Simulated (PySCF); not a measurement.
Gas-phase reaction: WO2Cl2 + HOCl ⇌ WO3 + Cl2 + HCl, at 500 K and a standard pressure of 1 bar. Level: r2SCAN/def2-TZVP†.

Energies from PySCF, thermal terms from the rigid-rotor harmonic-oscillator model, ideal gas at 1 bar. † marks an energy on the PBE0/def2-TZVP geometry and frequencies. All species are closed-shell singlets. W: scalar-relativistic def2 core potential, no spin-orbit coupling. The harmonic model lacks anharmonicity and excited electronic states, which grow with temperature; levels with a mode under 35 cm⁻¹ are left out. Soft modes under 120 cm⁻¹ make the harmonic entropy rough for WO2Cl2.

```
species       E (Ha)  H(500 K) − E (kJ/mol)  S°(500 K) (J/mol/K)
-------  -----------  ---------------------  -------------------
WO2Cl2   -1138.19251                   61.3                392.0
HOCl      -535.93646                   53.3                256.4
WO3       -292.89205                   50.1                322.6
Cl2       -920.32807                   19.6                240.8
HCl       -460.78482                   32.5                201.9
```
E: electronic energy; H − E holds the zero-point and thermal terms. 1 Ha = 2625.5 kJ/mol.

Question: Work out ΔH°, ΔS°, ΔG° and log10 K from these numbers.

Answer: 1. ΔE = 1×(-292.89205) + 1×(-920.32807) + 1×(-460.78482) − 1×(-1138.19251) − 1×(-535.93646) = 0.12403 Ha = 325.6 kJ.
2. Δ(H − E) = 1×(50.1) + 1×(19.6) + 1×(32.5) − 1×(61.3) − 1×(53.3) = -12.4 kJ, so ΔH° = 313.2 kJ.
3. ΔS° = 1×(322.6) + 1×(240.8) + 1×(201.9) − 1×(392.0) − 1×(256.4) = 116.9 J/K; the number of gas molecules changes by +1.
4. ΔG° = ΔH° − TΔS° = 313.2 − 500×(116.9)/1000 = 254.8 kJ.
5. log10 K = −ΔG°/(RT ln 10) = -26.62, with RT ln 10 = 9.57 kJ/mol; at standard pressures the reactants are favoured.
6. A shift of 10 kJ in ΔE would move log10 K by 1.04 here.
For scale, ΔH°(298 K) is 314 kJ at this level, 322 kJ at ωB97M-V/def2-TZVP†, and runs from 266 to 381 kJ over the 18 levels computed.
